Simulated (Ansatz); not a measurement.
`[SiH3]O[AsH2]` + `O=C(O)O` → `O=C(O)O[SiH3]` + `O[AsH2]` at 500 K and 1 bar (ligand exchange at the Si–O bond).

Program: Ansatz. Geometries: PBE0-D4/def2-TZVP. ΔE: electronic, gas phase. CCSD(T)/CBS is the MP2 limit (def2-TZVPP, def2-QZVPP) plus CCSD(T) − MP2 in def2-TZVPP, frozen cores. For As outer-core shells are correlated without core-valence functions, which leaves a few kJ/mol of doubt a bond. Scalar relativity is left out up to krypton. One conformer a species, not always the lowest.

```json
{"species": "`[SiH3]O[AsH2]`", "CCSD(T)/CBS energy (Eh)": "-2602.28728", "H − E (kJ/mol)": "156.2", "S (J/(mol·K))": "389.2"}
{"species": "`O=C(O)O`", "CCSD(T)/CBS energy (Eh)": "-264.79774", "H − E (kJ/mol)": "131.5", "S (J/(mol·K))": "298.0"}
{"species": "`O=C(O)O[SiH3]`", "CCSD(T)/CBS energy (Eh)": "-555.10886", "H − E (kJ/mol)": "185.3", "S (J/(mol·K))": "377.5"}
{"species": "`O[AsH2]`", "CCSD(T)/CBS energy (Eh)": "-2311.97217", "H − E (kJ/mol)": "101.4", "S (J/(mol·K))": "296.8"}
```

H − E and S are ideal-gas, rigid-rotor, harmonic terms from PBE0-D4/def2-TZVP, for one conformer and one mirror image of each species. 1 Eh = 2625.50 kJ/mol, R = 8.31446 J/(mol·K).

Q: By hand: ΔE, ΔH, ΔS and ΔG.

A: ΔE = (-555.10886) + (-2311.97217) − (-2602.28728) − (-264.79774) = 0.00399 Eh = 10.5 kJ/mol. Δ(H − E) = 185.3 + 101.4 − 156.2 − 131.5 = -1.0, so ΔH = 9.5 kJ/mol. ΔS = 377.5 + 296.8 − 389.2 − 298.0 = -12.9 J/(mol·K). ΔG = 9.5 − 500 × (-12.9)/1000 = 15.9 kJ/mol.

Q: By hand: the equilibrium constant, and the temperature at which ΔG would vanish if ΔH and ΔS stayed fixed.

A: log₁₀ K = −ΔG/(RT ln 10) = -1.7. ΔH and −TΔS have one sign here, so there is no such temperature.

TΔS isn't small against ΔH here. A doubt of 5 kJ/mol in ΔE shifts log₁₀ K by 0.5 here. Other conformers and mirror images would add mixing entropy, several J/(mol·K) or more a flexible species. Modes under 60 cm⁻¹, often nearly free rotors, make the harmonic entropy too high. These are equilibria of isolated gas molecules and say nothing of rates. Largest T1 diagnostic: 0.014 (customary marks: 0.02 for closed shells, 0.045 for open ones).

ΔS is within the doubt of such terms, so its sign, and with it that verdict, could turn.
